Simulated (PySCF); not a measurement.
C₆ coefficients of unlike pairs at r2SCANh

Calculated with PySCF 2.14 from the dipole response of each species, C₆(A,B) = (3/π) ∫ α_A(iu) α_B(iu) du, in atomic units, from isotropic polarisabilities. For ions this is the dispersion term alone; charge-induced terms of lower order in 1/R come first.

```
species           configuration                                                                      basis      relativity  α (bohr³)  C₆ (like pair)
   Sn²⁺      [Kr] 4d10 5s2 (1S)                                    aug-cc-pVTZ-PP with ECP28MDF (6s5p4d2f)  core potential      15.67           84.96
   Cl³⁺       [Ne] 3s2 3p2 (3P)                                                  def2-QZVPPD (10s7p5d2f1g)            none      4.430           12.33
    Se⁺  [Ar] 3d10 4s2 4p3 (4S)  x2c-TZVPPall with one added diffuse shell each of s, p, d type (7s6p5d1f)   spin-free X2C      14.05           87.80
   Sb³⁺      [Kr] 4d10 5s2 (1S)                                            aug-cc-pwCVTZ-DK3 (10s9p7d4f1g)   spin-free X2C      11.15           55.43
```

Problem. Estimate C₆ for Sb³⁺ with Sn²⁺.

Solution. The integral gives 67.75. The combination rule 2 C_A C_B / (C_A α_B/α_A + C_B α_A/α_B) gives 68.08 and the geometric mean 68.62.

No spin-orbit coupling is included.

The other pairs:

```tsv
pair	C₆
Sb³⁺, Se⁺	69.08
Cl³⁺, Sn²⁺	31.37
Se⁺, Sn²⁺	85.91
Se⁺, Cl³⁺	32.42
Sb³⁺, Cl³⁺	25.89
```
